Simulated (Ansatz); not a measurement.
Born–Oppenheimer molecular dynamics of CH₃AlClFO (8 atoms, charge 0, multiplicity 1). It starts at the highest image of a converged band, a first-order saddle point between two minima.

Level of theory: Ansatz, RHF/6-31G*.

```json
{
 "ensemble": "NVE (velocity Verlet)",
 "time step": "0.5 fs",
 "steps asked": "200",
 "starting velocities drawn for": "300 K",
 "seed": "6919"
}
```

First frame:

```xyz
8
Properties=species:S:1:pos:R:3
O -0.871 0.850 1.633
Al 0.209 -0.135 0.819
F 1.476 -0.791 1.619
C 0.002 -0.582 -1.081
Cl 0.741 0.900 -1.872
H -1.029 1.772 1.726
H 0.572 -1.425 -1.443
H -1.007 -0.646 -1.457
```

(1) How far do the bonds stretch over the last three quarters of this one trajectory? (Pairs bonded in most of those frames.)

Answers

(1) 
```tsv
bond	mean (Å)	spread (Å)	shortest	longest
O1–Al2	1.670	0.042	1.60	1.75
O1–H6	0.945	0.030	0.89	0.99
Al2–F3	1.638	0.027	1.59	1.67
Al2–C4	1.962	0.009	1.95	1.98
C4–Cl5	1.839	0.012	1.81	1.85
C4–H7	1.079	0.008	1.07	1.09
C4–H8	1.081	0.013	1.06	1.10
```

Mean temperature of the second half: 200 K. The conserved energy stayed within 0.33 meV per atom of its start (net change 0.26 meV per atom), so the integration is sound. A run of 0.1 ps of so small a system gives no equilibrium averages. The orbitals stay closed-shell, which can raise the energy where a bond breaks towards radicals; this wasn't checked here.

Time of the run: 5.9 min on 1 thread of Arm Neoverse V1, on a shared host, peak memory 0.16 GiB.
